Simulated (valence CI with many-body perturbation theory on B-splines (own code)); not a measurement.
## Energy levels of Sr⁷⁺

Calculated by configuration interaction combined with many-body perturbation theory (CI+MBPT): three valence electrons over a frozen Dirac-Fock core [Ar] 3d10, a basis of 11 s, 11 p, 10 d, 8 f, 5 g, 2 h functions for each j, with the one-electron correlation potential Σ1 (screened to all orders), the two-electron term Σ2, the three-electron term Σ3, Breit, model QED; selected single and double excitations, second order for the rest, scaled by the run's own slope (own B-spline code, finite nucleus).

Against 9 measured levels this calculation errs by 132 cm⁻¹ on average and by 214 at most. These come from a selection out of Sansonetti, J. Phys. Chem. Ref. Data 41, 013102 (2012). Levels without a partner in it may be off by more.

Levels 91 to 135 of 176, with energies above the lowest level, 4s²4p ²P°_1/2. "Leading %" is the weight of the configuration and term that name the level; weights of strongly mixed levels are sums over their largest components and can fall short. In the jj column 3d3/2^4 stands for four electrons in 3d with j = 3/2. Lifetimes count E1, E2, E3, M1 and M2 decay at the calculated energies, and are blank where another channel may lead or the interval is too uncertain; long ones can be off by a factor of two.

```tsv
No.	Configuration	Term	J	E (cm⁻¹)	Leading %	Lifetime	Leading jj
91	4s4p4f	⁴G	7/2	651680	59	33.9 ps	4s 4p1/2 4f7/2 (54 %)
92	4p²4d	²P	1/2	651730	67	26.4 ps	4p1/2 4p3/2 4d5/2 (71 %)
93	4s4p4f	⁴G	9/2	654190	52	35.0 ps	4s 4p1/2 4f7/2 (67 %)
94	4s4p4f	⁴F	3/2	654430	78	36.3 ps	4s 4p1/2 4f5/2 (52 %)
95	4p²4d	²S	1/2	655760	40	27.3 ps	4s 4p3/2 5p3/2 (29 %)
96	4s4p4f	⁴F	5/2	656130	55	34.4 ps	4s 4p1/2 4f5/2 (38 %)
97	4s4p4f	⁴F	7/2	658660	44	34.2 ps	4s 4p3/2 4f5/2 (37 %)
98	4p²4d	²P	3/2	659020	67	26.2 ps	4p3/2^2 4d5/2 (55 %)
99	4p²4d	²D	5/2	659470	75	50.3 ps	4p3/2^2 4d5/2 (61 %)
100	4s4p5p	²S	1/2	661740	51	54.8 ps	4s 4p3/2 5p3/2 (44 %)
101	4s4p4f	⁴F	9/2	662490	45	35.2 ps	4s 4p3/2 4f7/2 (63 %)
102	4s4p4f	⁴G	11/2	662990	99	32.7 ps	4s 4p3/2 4f7/2 (99 %)
103	4p²4d	²D	5/2	664100	60	29.8 ps	4p3/2^2 4d5/2 (56 %)
104	4p²4d	²D	3/2	666160	53	24.4 ps	4p3/2^2 4d3/2 (49 %)
105	4s4p4f	⁴D	7/2	670290	68	32.0 ps	4s 4p1/2 4f7/2 (35 %)
106	4s4p4f	²G	7/2	670560	58	74.9 ps	4s 4p3/2 4f7/2 (24 %)
107	4s²6p	²P°	1/2	671990	96	135 ps	4s^2 6p1/2 (96 %)
108	4s4p4f	⁴D	5/2	673460	86	28.7 ps	4s 4p3/2 4f5/2 (42 %)
109	4s4p4f	²G	9/2	673560	67	198 ps	4s 4p3/2 4f5/2 (46 %)
110	4s²6p	²P°	3/2	674140	96	135 ps	4s^2 6p3/2 (96 %)
111	4s4p4f	⁴D	3/2	675410	92	28.7 ps	4s 4p3/2 4f5/2 (71 %)
112	4s4p4f	⁴D	1/2	676510	95	28.8 ps	4s 4p3/2 4f5/2 (95 %)
113	4s²5f	²F°	7/2	682650	96	151 ps	4s^2 5f7/2 (96 %)
114	4s²5f	²F°	5/2	682720	96	146 ps	4s^2 5f5/2 (96 %)
115	4s4p4f	²F	5/2	686930	46	16.4 ps	4s 4p3/2 4f7/2 (19 %)
116	4s4p4f	²F	7/2	688740	36	20.6 ps	4s 4p3/2 4f7/2 (21 %)
117	4s4p5p	²D	3/2	688910	78	37.4 ps	4s 4p3/2 5p1/2 (70 %)
118	4s4p5p	²P	1/2	690480	91	34.7 ps	4s 4p3/2 5p1/2 (61 %)
119	4s4p5p	²D	5/2	692190	82	36.2 ps	4s 4p3/2 5p3/2 (62 %)
120	4s²5g	²G	7/2	692250	56	32.9 ps	4s^2 5g7/2 (56 %)
121	4s²5g	²G	9/2	692710	78	54.3 ps	4s^2 5g9/2 (78 %)
122	4s4p5p	²P	3/2	694380	84	35.1 ps	4s 4p3/2 5p3/2 (74 %)
123	4s4p4f	²D	5/2	699700	41	18.8 ps	4s 4p3/2 4f7/2 (28 %)
124	4s4p4f	²D	3/2	701160	51	19.9 ps	4s 4p3/2 4f7/2 (26 %)
125	4s4p5p	²S	1/2	702700	89	43.1 ps	4s 4p3/2 5p3/2 (62 %)
126	4s4d²	⁴F	3/2	708610	87	13.4 ps	4s 4d3/2^2 (65 %)
127	4s4d²	⁴F	5/2	709260	88	13.6 ps	4s 4d3/2 4d5/2 (56 %)
128	4s4d²	⁴F	7/2	710160	89	13.8 ps	4s 4d3/2 4d5/2 (71 %)
129	4s4d²	⁴F	9/2	711200	89	14.0 ps	4s 4d5/2^2 (70 %)
130	4s4p4f	²F	5/2	711870	67	29.9 ps	4s 4p3/2 4f5/2 (47 %)
131	4s4p4f	²F	7/2	711930	47	27.2 ps	4s 4p3/2 4f7/2 (36 %)
132	4s4p4f	²G	7/2	715120	29	22.7 ps	4s 4p3/2 4f5/2 (29 %)
133	4s4d²	⁴P	1/2	716790	98	16.2 ps	4s 4d3/2^2 (42 %)
134	4s4d²	⁴P	3/2	717210	98	16.3 ps	4s 4d3/2 4d5/2 (91 %)
135	4s4p4f	²G	9/2	717490	62	19.9 ps	4s 4p3/2 4f7/2 (49 %)
```

Names give the largest LS component (configuration and term), which can be under half, so a name can repeat, a term be missing and a line seem to break the LS rules; names also repeat where a configuration has a term twice.

Where two levels of one J and parity lie close, their mixing, g and order are uncertain.
